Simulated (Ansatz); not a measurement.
`[Cl][In]([Cl])[Cl]` + dimethylamine → `C[N](C)[In]([Cl])[Cl]` + HCl at 700 K and 1 bar (ligand exchange at the In–Cl bond).

Program: Ansatz. Geometries: PBE0-D4/def2-TZVP. ΔE: electronic, gas phase. CBS: MP2 limit from def2 TZ/QZ plus the TZ coupled-cluster correction, frozen cores. This one scheme is used for every species. Elements past krypton have def2 core potentials. For In outer-core shells are correlated without core-valence functions, which leaves a few kJ/mol of doubt a bond. One conformer a species, not always the lowest.

```csv
species,CCSD(T)/CBS energy (Eh),H − E (kJ/mol),S (J/(mol·K))
`[Cl][In]([Cl])[Cl]`,-1569.29867,59.1,409.1
`CNC`,-135.00321,296.9,352.4
`C[N](C)[In]([Cl])[Cl]`,-1243.88764,312.7,558.0
HCl,-460.38127,38.4,211.8
```

H − E and S are ideal-gas, rigid-rotor, harmonic terms from PBE0-D4/def2-TZVP, for one conformer and one mirror image of each species. 1 Eh = 2625.50 kJ/mol, R = 8.31446 J/(mol·K).

Q: By hand: ΔE, ΔH, ΔS and ΔG.

A: ΔE = (-1243.88764) + (-460.38127) − (-1569.29867) − (-135.00321) = 0.03297 Eh = 86.6 kJ/mol. Δ(H − E) = 312.7 + 38.4 − 59.1 − 296.9 = -4.9, so ΔH = 81.7 kJ/mol. ΔS = 558.0 + 211.8 − 409.1 − 352.4 = 8.3 J/(mol·K). ΔG = 81.7 − 700 × (8.3)/1000 = 75.9 kJ/mol.

Q: By hand: the equilibrium constant, and the temperature at which ΔG would vanish if ΔH and ΔS stayed fixed.

A: log₁₀ K = −ΔG/(RT ln 10) = -5.7. ΔG = 0 at ΔH/ΔS = 9843 K, far beyond where these terms or the molecules hold.

The number of gas molecules stays the same, so ΔS is small and ΔH decides. A doubt of 5 kJ/mol in ΔE shifts log₁₀ K by 0.4 here. Other conformers and mirror images would add mixing entropy, several J/(mol·K) or more a flexible species. Modes under 60 cm⁻¹, often nearly free rotors, make the harmonic entropy too high. These are equilibria of isolated gas molecules and say nothing of rates. Largest T1 diagnostic: 0.014 (customary marks: 0.02 for closed shells, 0.045 for open ones).
